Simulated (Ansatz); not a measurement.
Mulliken charges of CH5GeNOS (`O=C(S)[NH][GeH3]`) from r2SCAN/def2-TZVPP in Ansatz (PBE0-D4/def2-TZVP geometry).

```
atom   x (Å)   y (Å)   z (Å)  charge (e)
  O1   0.446  -1.559   0.494      -0.378
  C2   0.311  -0.441   0.933       0.340
  S3   0.612  -0.022   2.653      -0.164
  N4  -0.080   0.608   0.178      -0.336
 Ge5  -0.427   0.309  -1.632       0.245
  H6   0.948  -1.278   2.976       0.122
  H7  -0.170   1.511   0.614       0.159
  H8   0.852  -0.183  -2.311       0.010
  H9  -0.835   1.698  -2.143      -0.008
 H10  -1.574  -0.695  -1.760       0.010
```

Question: By hand: the dipole of these point charges (1 e Å = 4.8032 D).

Answer: Σ q r = (-0.153, 0.376, -0.327) e Å, of length 0.521 e Å = 2.50 D.

Question: How does the dipole of the full density compare? (Best estimate.)

Answer: Ansatz gave: (-0.125, 0.465, -0.123) e Å, 2.39 D; the point charges give 1.05 times that, at 25° from its direction.

Point charges leave out the atoms' own dipoles, such as those of lone pairs, and Mulliken's split depends on the basis, so the two needn't agree.
